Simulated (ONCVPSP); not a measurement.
## cerium: one change to an ONCV potential, before and after

```json
{
 "Element": "Ce (Z = 58)",
 "Generator": "ONCVPSP 4.0.1",
 "Type": "optimised norm-conserving Vanderbilt (ONCV)",
 "Functional": "PBE",
 "Relativity": "scalar-relativistic",
 "Frozen core": "[Kr] 4d10 4f1",
 "Valence charge": "11",
 "Reference configuration": "5s2 5p6 5d1 6s2",
 "Partial waves": "5s+6s: rc 2.05 bohr, ncon 5, nbas 10, qcut 5.1 1/bohr, 2 projectors; 5p: rc 2.05 bohr, ncon 4, nbas 8, qcut 4.4 1/bohr, 2 projectors, debl 2.9 Ha; 5d: rc 3.60 bohr, ncon 5, nbas 9, qcut 5.1 1/bohr, 2 projectors, debl 1.9 Ha",
 "Local potential": "polynomial inside 1.70 bohr (lpopt 5, dvloc0 0 Ha)",
 "Core correction": "Teter function, fcfact 3.75, rcfact 1.25"
}
```

All-electron outer shells of the reference configuration (PBE, scalar-relativistic, ld1.x):

```tsv
shell	level (eV)	outermost node (bohr)	outermost maximum (bohr)
5s	-40.59	0.75	1.37
5p	-23.22	0.81	1.55
4f	-5.38	–	0.71
6s	-3.74	1.82	3.72
5d	-3.06	0.92	2.15
```

Change: s: rc 2.66.

Cutoffs: the cutoffs (Ha) at which the residual kinetic energy of the hardest occupied pseudo-wave falls to 1 and 0.1 mHa per electron; they do not see the model core or the augmentation charge, which bear on the density cutoff. Errors are all-electron minus pseudo energies relative to the spin-unpolarised reference configuration.

How do hardness, ghosts and transferability respond?

The potential gets softer (11 Ha and 43 Ha → 9.7 Ha and 43 Ha); of the 4 tests that both files solve, the error grows in 3 and shrinks in 0 by more than 15 % and 0.3 meV (median size 3.7 → 5.9 meV); neither file shows a bound ghost. A larger radius leaves more room for a smooth pseudo-wave, so fewer plane waves are needed. More of the atom is replaced by a form fitted at one configuration, so other configurations suffer.

| quantity | base | changed |
| --- | --- | --- |
| cutoff, loose | 11 Ha | 9.7 Ha |
| cutoff, tight | 43 Ha | 43 Ha |
| loose cutoff by channel | s 11 Ha, p 9.7 Ha, d 6.1 Ha | s 8.8 Ha, p 9.7 Ha, d 6.1 Ha |
| bound ghosts | none | none |
| GHOST(+) flags under 300 eV | s at 91.2 eV | s at 62.0 eV |
| error for 5s2 5p6 5d1 6s1, meV [ΔE 6.07 eV] | -1.1 | -1.5 |
| error for 5s2 5p6 5d1 6s0, meV [ΔE 17.15 eV] | -2.2 | -4.8 |
| error for 5s2 5p6 5d0 6s0, meV [ΔE 36.33 eV] | -23 | -24 |
| error for 5s2 5p6 5d2 6s1, meV [ΔE 0.89 eV] | -5.3 | -6.9 |
| p: phases at 2.08 bohr within 0.05 rad from the reference energy up to (Ha; the scan ends near 5) | to the end of the scan | to the end of the scan |
| d: phases at 3.65 bohr within 0.05 rad from the reference energy up to (Ha; the scan ends near 5) | 2.8 | 2.8 |
| rms error of d²Exc/dni dnj with the model core, mHa | 0.59 | 0.24 |
